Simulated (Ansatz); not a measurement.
Cost and result up the ladder for the cluster HfO3H2 (6 atoms). The state is a singlet with charge 0. Geometry: B3LYP-D4/def2-TZVP.

```xyz
6

Hf    0.0634    0.1074    0.7888
O     0.6437   -1.4500    1.3813
O    -0.9860   -0.0928   -0.9808
O     0.3206    0.4943   -1.3953
H    -0.7233    1.1360    2.1812
H     0.6817   -0.1949   -1.9753
```

Ansatz on 4 threads of Arm Neoverse V1 on a shared host. Times are rough, and most runs start from the orbitals of an earlier one. ωB97X-V/def2-TZVP serves as the yardstick here, not as an exact answer. Binding counts from free atoms at the same level (Hf triplet, O triplet, H doublet; other spins of the atoms weren't run), without zero-point energy or a counterpoise term.

In the def2 sets Hf takes a core potential; there is no spin–orbit coupling. Correlated methods freeze 3 core orbitals; core or outer-core shells of Hf are correlated, in sets that lack core-valence functions. The structure holds one bond between oxygen atoms, so isomers without such links may lie far lower. No other spin state of charge 0 was run. Another isomer (singlet) lies 1.25 eV lower at PBE0-D4/def2-TZVP; other spin states weren't run for this one.

Correlated methods converge slowly with the basis.

```csv
level,functions,binding energy per atom (eV),difference from ωB97X-V/def2-TZVP (eV),remarks
CCSD(T)/def2-TZVPP,177,3.72,-0.08,test for broken spin undecided
PBE-D4/def2-TZVP (with forces),145,3.97,0.17,–
ωB97X-V/def2-TZVP,145,3.81,0.00,–
r2SCAN-D4/def2-TZVP,145,3.83,0.03,–
B97M-V/def2-TZVP,145,3.79,-0.02,–
PBE0-D4/def2-TZVP,145,3.71,-0.09,–
```

Question: Estimate how long each takes.

Answer: PBE-D4/def2-TZVP (with forces) 1.3 s; PBE0-D4/def2-TZVP 1.4 s; r2SCAN-D4/def2-TZVP 2.2 s; ωB97X-V/def2-TZVP 4 s; B97M-V/def2-TZVP 4.5 s; CCSD(T)/def2-TZVPP 56 s. On shared hardware such times vary by a factor of up to 3.
